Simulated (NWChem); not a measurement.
Species: AlSiH₅O₂; SMILES [OH][AlH][O][SiH3]

```xyz
9

Al    -0.6365     1.2939     0.0090
H     -2.1559     1.6797     0.0414
O      0.4916     2.5584    -0.0144
H      1.4466     2.4868    -0.0338
O     -0.1363    -0.3280    -0.0020
Si     0.2088    -1.9367    -0.0019
H     -0.9590    -2.7289     0.4927
H      1.3790    -2.2153     0.8865
H      0.5432    -2.3941    -1.3856
```
Atoms are numbered in this order, from 1.

Level: PBE0/def2-SVP (NWChem), optimised geometry, unscaled harmonic frequencies. 

```json
[
 {"frequency (cm⁻¹)": "12", "IR intensity (km/mol)": "0.5"},
 {"frequency (cm⁻¹)": "51", "IR intensity (km/mol)": "0.4"},
 {"frequency (cm⁻¹)": "87", "IR intensity (km/mol)": "0.5"},
 {"frequency (cm⁻¹)": "241", "IR intensity (km/mol)": "38.6"},
 {"frequency (cm⁻¹)": "377", "IR intensity (km/mol)": "206.5"},
 {"frequency (cm⁻¹)": "503", "IR intensity (km/mol)": "92.0"},
 {"frequency (cm⁻¹)": "509", "IR intensity (km/mol)": "91.1"},
 {"frequency (cm⁻¹)": "576", "IR intensity (km/mol)": "73.2"},
 {"frequency (cm⁻¹)": "697", "IR intensity (km/mol)": "249.4"},
 {"frequency (cm⁻¹)": "737", "IR intensity (km/mol)": "68.8"},
 {"frequency (cm⁻¹)": "741", "IR intensity (km/mol)": "76.0"},
 {"frequency (cm⁻¹)": "892", "IR intensity (km/mol)": "95.1"},
 {"frequency (cm⁻¹)": "953", "IR intensity (km/mol)": "89.0"},
 {"frequency (cm⁻¹)": "954", "IR intensity (km/mol)": "86.9"},
 {"frequency (cm⁻¹)": "1003", "IR intensity (km/mol)": "361.3"},
 {"frequency (cm⁻¹)": "1140", "IR intensity (km/mol)": "492.4"},
 {"frequency (cm⁻¹)": "2023", "IR intensity (km/mol)": "122.8"},
 {"frequency (cm⁻¹)": "2225", "IR intensity (km/mol)": "168.0"},
 {"frequency (cm⁻¹)": "2227", "IR intensity (km/mol)": "166.4"},
 {"frequency (cm⁻¹)": "2232", "IR intensity (km/mol)": "81.6"},
 {"frequency (cm⁻¹)": "3993", "IR intensity (km/mol)": "99.5"}
]
```

```yaml
zero_point_energy: 31.7 kcal/mol
thermal correction to the enthalpy at 298.15 K (with zero-point energy): 36.9 kcal/mol
heat capacity Cv: 23.1 cal/(mol K)
entropy at 298.15 K and 1 atm (symmetry number 1): 87.9 cal/(mol K)
dipole_moment: 1.12 D
```

Rigid rotor and harmonic oscillator; modes under 100 cm⁻¹ make the entropy uncertain.
